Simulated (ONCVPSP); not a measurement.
Transferability test, ONCV potential for sulfur (S)

S, optimised norm-conserving Vanderbilt (ONCV), made with ONCVPSP 4.0.1 (PBE, non-relativistic). Core [He], reference 2s2 2p6 3s2 3p4. Waves: 2s+3s: rc 0.65 bohr, ncon 4, nbas 8, qcut 17.8 1/bohr, 2 projectors; 2p+3p: rc 0.85 bohr, ncon 3, nbas 7, qcut 20.4 1/bohr, 2 projectors. Local part: polynomial inside 0.40 bohr (lpopt 4, dvloc0 6 Ha). Core correction: none.

Energies are relative to the spin-unpolarised reference configuration 2s2 2p6 3s2 3p4; without spin polarisation the order of configurations can differ from experiment.

| valence configuration | charge | ΔE all-electron (eV) | error AE − PS (meV) |
| --- | --- | --- | --- |
| 2s2 2p6 3s2 3p3 | +1 | 11.782 | +0.3 |
| 2s2 2p6 3s2 3p1 | +3 | 68.128 | +8.4 |

(1) What are ΔE and the potential's error for 2s2 2p6 3s1 3p5?

(2) What are ΔE and the potential's error for 2s2 2p6 3s2 3p2?

Levels in the configuration 2s2 2p6 3s2 3p2:

```tsv
level	all-electron (eV)	pseudo (eV)
2s	-236.147	-236.140
2p	-182.287	-182.219
3s	-39.257	-39.257
3p	-27.988	-27.985
```

Answers

(1) ΔE = 10.183 eV all-electron; the error (AE − PS) is +0.6 meV.

(2) ΔE = 34.078 eV all-electron; the error (AE − PS) is +2.2 meV.
